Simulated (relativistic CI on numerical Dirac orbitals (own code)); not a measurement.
# Forbidden lines of Tc³⁸⁺

Calculated at this level of theory: Dirac-Coulomb-Breit CI, orbitals from a KLI potential per configuration, QED by a radiative potential, unscaled Slater integrals (own radial code, finite nucleus).

Configurations in the expansion (outside the closed core 1s2): 2s2 2p, 2s 2p2, 2p3, 2p2 3s, 2p2 3p, 2p2 3d, 2s2 3s, 2s2 3p, 2s2 3d, 2s 2p 3s, 2s 2p 3p, 2s 2p 3d, 2s2 4s, 2s2 4p, 2s2 4d, 2s2 4f, 2s 2p 4s, 2s 2p 4p, 2s 2p 4d, 2s 2p 4f, 2s2 5s, 2s2 5p, 2s2 5d, 2s2 5f, 2s2 5g, 2s 3s2, 2s 3s 3p, 2s 3s 3d, 2s 3p2, 2s 3p 3d, 2s 2p 5s, 2s 2p 5p, 2p 3s2, 2s 2p 5d, 2s 2p 5f, 2s 2p 5g. Levels of other configurations are missing.

```csv
λ vac (nm),Lower,Upper,Type,A (s⁻¹),gf,Branching (%)
0.36786,2s 2p2 4P_3/2 [4],2p2 3d 2F_7/2 [93],E2,2.35e+10,3.81e-04,2.8
0.36827,2s 2p2 4P_3/2 [4],2p2 3d 4F_7/2 [92],E2,2.46e+11,4.01e-03,5.1
0.36921,2s 2p2 2D_5/2 [8],2p2 3d 4F_9/2 [118],E2,2.73e+11,5.58e-03,65.7
0.36943,2s 2p2 4P_5/2 [5],2p2 3d 2G_9/2 [96],E2,2.73e+11,5.58e-03,79.6
0.37054,2s 2p2 4P_5/2 [5],2p2 3d 2F_7/2 [93],E2,1.60e+11,2.64e-03,19.0
0.37505,2s 2p2 2D_3/2 [6],2p2 3d 2F_7/2 [93],E2,6.91e+10,1.17e-03,8.2
0.38634,2s 2p2 4P_5/2 [5],2s 2p 3d 4F°_9/2 [55],M2,1.02e+08,2.29e-06,3.6
0.38829,2s 2p2 4P_3/2 [4],2s 2p 3p 4D_7/2 [47],E2,4.25e+10,7.69e-04,34.6
0.38978,2s 2p2 4P_1/2 [2],2s 2p 3p 4D_5/2 [29],E2,5.75e+10,7.86e-04,2.2
0.39128,2s 2p2 4P_5/2 [5],2s 2p 3p 4D_7/2 [47],E2,3.61e+10,6.62e-04,29.3
0.40232,2s 2p2 2D_5/2 [8],2s 2p 3d 4F°_9/2 [55],M2,9.96e+08,2.42e-05,35.0
0.40768,2s 2p2 2D_5/2 [8],2s 2p 3p 4D_7/2 [47],E2,2.61e+10,5.21e-04,21.2
0.40949,2s2 2p 2P°_3/2 [3],2s2 3p 2P°_1/2 [17],E2,1.04e+11,5.25e-04,7.4
9.3650,2s2 2p 2P°_1/2 [1],2s2 2p 2P°_3/2 [3],M1,1.08e+07,5.66e-05,94.2
```

Terms are leading LS components. Brackets give the number of a level in order of energy, since labels repeat. The list gives strong lines, with weight on those to low levels, among the lowest 309 of 358 levels, so that lines to higher ones, which can be the strongest, are missing. Levels whose partners in the same complex of configurations lie outside the list can be far off, and so can their lines. Rates are taken at the computed energies, electric ones in the length gauge.

At this charge energies of transitions that change n are usually good to better than 1 %, and those within a shell (Δn = 0) to a few per cent.

LS names give the leading component of a level, which can be under half, so a name can repeat, a term be missing and a line seem to break the LS rules.
